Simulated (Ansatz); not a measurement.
```yaml
crystal:
  periodic: [true, true, true]
  atoms:
    - {symbol: Cl, position_ang: [-2.294850, 0.686406, -0.319816]}
    - {symbol: Ge, position_ang: [-0.274434, -0.034132, -0.441498]}
    - {symbol: Se, position_ang: [0.596485, 0.273439, 1.716965]}
    - {symbol: H, position_ang: [-0.336039, -1.516021, -0.834297]}
    - {symbol: H, position_ang: [0.455735, 0.818186, -1.487677]}
    - {symbol: H, position_ang: [1.895203, -0.291878, 1.320122]}
basis:
  gaussian: {orbitals: cc-pVTZ, fitting: {mean_field: def2-universal-jkfit}, final_grid: {core_spheres: 8, valence_spheres: 7, degree: 23}, nuclear_model: gaussian}
hamiltonian: {xc: {name: BLYP}, dispersion: d3bj}
```

```sh
$ ansatz run in.yaml --threads 2 --pin off --events-out ev --progress --plain --max-ram 32768MiB --backend cpu
```

It prints (some lines left out):

```
Error: YAML parse error: error: line 2 column 3: crystal: missing field `lattice` (a structure is typed as `lattice` and `atoms`, a molecule's as `atoms` in Å alone, or read from a run's directory, `checkpoint`)
 --> <input>:2:3
1 | crystal:
2 |   periodic: [true, true, true]
3 |   atoms:
4 |     - {symbol: Cl, position_ang: [-2.294850, 0.686406, -0.319816]}
```

(1) Something in this input is off. What?

## Answers

(1) The molecule is marked periodic without a cell. The program refused the input.
